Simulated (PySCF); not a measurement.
CHO2, SMILES O=[C]O, multiplicity 2. Atoms are numbered in the order given.

```xyz
4

O      0.1713     1.1530     0.0000
C     -0.4159     0.1309     0.0000
O      0.0166    -1.1119     0.0000
H      0.9921    -1.1140     0.0000
```
Charge 0, spin multiplicity 2.

Coordinates come from a PBE0-D3(BJ)/def2-TZVP optimisation. The isomer is the one that the SMILES or the coordinates give; other isomers of the formula were not compared. One conformer was computed; it need not be the lowest.

The numbers are results of CAM-B3LYP/def2-TZVPD (PySCF), not measurements.

Mulliken values depend strongly on the basis, most of all with diffuse functions as here. ESP charges are fitted to the potential on shells at 1.4 to 2.0 van der Waals radii. Atomic charges (e):

```tsv
atom	Mulliken	ESP fit	Mulliken spin
O1	-0.28	-0.32	0.21
C2	0.30	0.32	0.74
O3	-0.32	-0.44	-0.02
H4	0.30	0.44	0.08
```
